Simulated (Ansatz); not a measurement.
Z-matrix (Å, degrees):
```
Si
N 1 1.739
O 1 1.634 2 108.2
H 1 1.482 2 112.8 3 -117.5
H 1 1.487 2 106.7 3 122.9
Si 2 1.682 1 129.2 3 13.6
H 2 1.011 1 115.8 3 -161.5
H 3 0.963 1 116.1 2 29.8
O 6 1.629 2 109.0 1 -37.7
F 6 1.585 2 115.1 1 83.0
F 6 1.582 2 108.7 1 -159.7
H 9 0.959 6 117.7 2 156.4
```

Charge 0, multiplicity 1.

**Question.** List the ωB97M-V/def2-TZVPP orbital energies in eV (Ansatz 0.2.0). (An estimate is asked.)

**Answer.** Computed: Occupied: -1809.21, -1807.72, -677.78, -677.72, -527.03, -526.12, -394.57, -150.02, -148.66, -104.18, -104.16, -104.12, -102.82, -102.77, -102.75, -36.69, -36.12, -31.87, -30.94, -26.96, -19.53, -18.59, -17.88, -17.01, -16.49, -16.32, -15.88, -15.32, -15.21, -14.72, -13.82, -13.59, -13.31, -13.09, -12.58, -11.63, -10.51. Lowest empty: 1.73, 2.10, 2.66, 3.29, 3.79, 3.91, 4.42, 4.75.
